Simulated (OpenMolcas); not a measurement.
Tc5+: moving the ligands

Tc5+ with 4 ligands (fluoride) in tetrahedral coordination (Td) at 1.78 Å. Ligand basis ANO-RCC-VDZP.
```
Tc    0.0000    0.0000    0.0000
F     1.0277    1.0277    1.0277
F     1.0277   -1.0277   -1.0277
F    -1.0277    1.0277   -1.0277
F    -1.0277   -1.0277    1.0277
```

```json
{
 "Program": "OpenMolcas",
 "Method": "SS-CASPT2, IPEA 0.25 Eh, imaginary shift 0.1 Eh (closed shells correlated: 4s 4p and the ligand valence shells)",
 "Basis": "ANO-RCC-VDZP [6s5p3d1f]",
 "Scalar Hamiltonian": "DKH2, point nucleus",
 "Active space": "2 electrons in 5 orbitals (4d)",
 "State averaging": "2S+1 = 3 even, 10 roots; 2S+1 = 1 even, 15 roots",
 "Spin-orbit coupling": "state interaction with AMFI integrals over the reference wave functions"
}
```

Runs around this geometry, states (labels of Td). Energies in cm-1 above the lowest state or level, χT in cm3 K/mol.

| R (Å) | Ground state | First state of that spin | First gap with spin-orbit (degeneracies) | χT at 300 K | First state of another spin |
| --- | --- | --- | --- | --- | --- |
| 1.74 | 3A2 | 3T2 18030 | 7030 (3, 2) | 0.894 | 1E 7100 |
| 1.78 | 3A2 | 3T2 17350 | 7070 (3, 2) | 0.887 | 1E 7150 |
| 1.86 | 3A2 | 3T2 15200 | 7130 (3, 2) | 0.867 | 1E 7230 |

Taking the first state of the same spin as R^-n, n = -ln(15200 / 18030) / ln(1.86 / 1.74) = 2.6 between the shortest and longest distance.

Roots that are degenerate in the reference are averaged as groups; the widest CASPT2 spread within a group is 1000 cm-1 (the 3-fold group of multiplicity 3 near 34400 cm-1 above the lowest state of its run, R = 1.86). Shifts and gaps below about the spread of the groups concerned are not significant. Over all roots computed the reference weight is 0.70 to 0.73 in R = 1.74, 0.69 to 0.72 in R = 1.78, 0.67 to 0.70 in R = 1.86; a low but even weight reflects the number of correlated electrons. Ligand-to-metal charge-transfer states are missing. With no ligand orbital active B as a rule stays too high, so bands that hang on it stand too high and its fall with covalency is understated. With one d shell and no ligand orbital active, 10Dq can be off by a tenth or more. The least metal-like active orbital is 67 % on the metal (Löwdin) and no ligand orbital is active, so the numbers are rough (holds for R = 1.74). These CASPT2 states fit no ligand-field parameters well, so their order and spin gaps are uncertain (holds for R = 1.74; R = 1.78). The least metal-like active orbital is 68 % on the metal (Löwdin) and no ligand orbital is active, so the numbers are rough (holds for R = 1.78). The least metal-like active orbital is 69 % on the metal (Löwdin) and no ligand orbital is active, so the numbers are rough (holds for R = 1.86). No measured value stands beside these numbers; the geometry is a model, was not optimised and need not be the one that this ion takes.
